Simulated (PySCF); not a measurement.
# Ag³²⁺: ionisation energy

Ag³²⁺ [Ne] 3s2 3p3 (4S) → Ag³³⁺ [Ne] 3s2 3p2 (3P), as a difference of total energies. All numbers are calculated (PySCF 2.14, the spin-free X2C one-electron Hamiltonian (Gaussian nucleus), in an even-tempered Gaussian basis (18 s from 5 bohr⁻², ratio 2.5; 12 p from 6.5 bohr⁻², ratio 2.5; 5 d from 27 bohr⁻², ratio 2.7; 4 f from 41 bohr⁻², ratio 2.7)). Correlated levels: outer shells: 1s2 frozen; virtual orbitals above 40 to 60 times the deepest correlated orbital energy dropped. The calculations carry no spin-orbit coupling.

```tsv
method	ionisation energy (eV)
UHF	1983.7
MP2 (outer shells)	1984.2
SCS-MP2 (outer shells)	1984.0
CCSD (outer shells)	1984.0
CCSD(T) (outer shells)	1984.0
```

Spin-orbit coupling is strong in these open shells (close to jj coupling). The scalar numbers leave it out and a first-order estimate fails, so it can dominate the gap to the real levels.

Breit and QED terms and the two-electron picture change are absent.

For comparison: 1979 ± 8 eV (semi-empirical (NIST evaluation); NIST Atomic Spectra Database, ionization energies).
